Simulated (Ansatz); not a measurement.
`CC[N]([AlH2])[SiH3]` + `C[N](C)[AlH2]` → `C[N]([AlH2])[AlH2]` + `CCN(C)[SiH3]` at 298.15 K and 1 bar (redistribution).

Calculated with Ansatz (gas phase, PBE0-D4/def2-TZVP geometries, no zero-point term in ΔE). CCSD(T)/CBS adds triple-zeta CCSD(T) − MP2 to the extrapolated MP2 energy (def2 sets, frozen cores). This one scheme is used for every species. Each species was taken in one conformer, which may not be the lowest.

```json
{"species": "`CC[N]([AlH2])[SiH3]`", "CCSD(T)/CBS energy (Eh)": "-667.95241", "H − E (kJ/mol)": "317.9", "S (J/(mol·K))": "377.6"}
{"species": "`C[N](C)[AlH2]`", "CCSD(T)/CBS energy (Eh)": "-377.63984", "H − E (kJ/mol)": "270.8", "S (J/(mol·K))": "312.9"}
{"species": "`C[N]([AlH2])[AlH2]`", "CCSD(T)/CBS energy (Eh)": "-581.02164", "H − E (kJ/mol)": "208.7", "S (J/(mol·K))": "354.4"}
{"species": "`CCN(C)[SiH3]`", "CCSD(T)/CBS energy (Eh)": "-464.56280", "H − E (kJ/mol)": "379.5", "S (J/(mol·K))": "359.4"}
```

H − E and S are ideal-gas, rigid-rotor, harmonic terms from PBE0-D4/def2-TZVP, for one conformer and one mirror image of each species. 1 Eh = 2625.50 kJ/mol, R = 8.31446 J/(mol·K).

Q: By hand: ΔE, ΔH, ΔS and ΔG.

A: ΔE = (-581.02164) + (-464.56280) − (-667.95241) − (-377.63984) = 0.00781 Eh = 20.5 kJ/mol. Δ(H − E) = 208.7 + 379.5 − 317.9 − 270.8 = -0.5, so ΔH = 20.0 kJ/mol. ΔS = 354.4 + 359.4 − 377.6 − 312.9 = 23.3 J/(mol·K). ΔG = 20.0 − 298.15 × (23.3)/1000 = 13.1 kJ/mol.

Q: By hand: the equilibrium constant, and the temperature at which ΔG would vanish if ΔH and ΔS stayed fixed.

A: log₁₀ K = −ΔG/(RT ln 10) = -2.3. ΔG = 0 at ΔH/ΔS = 858 K.

TΔS isn't small against ΔH here. A doubt of 5 kJ/mol in ΔE shifts log₁₀ K by 0.9 here. Other conformers and mirror images would add mixing entropy, several J/(mol·K) or more a flexible species. Modes under 60 cm⁻¹, often nearly free rotors, make the harmonic entropy too high. These are equilibria of isolated gas molecules and say nothing of rates. Largest T1 diagnostic: 0.012 (customary marks: 0.02 for closed shells, 0.045 for open ones).
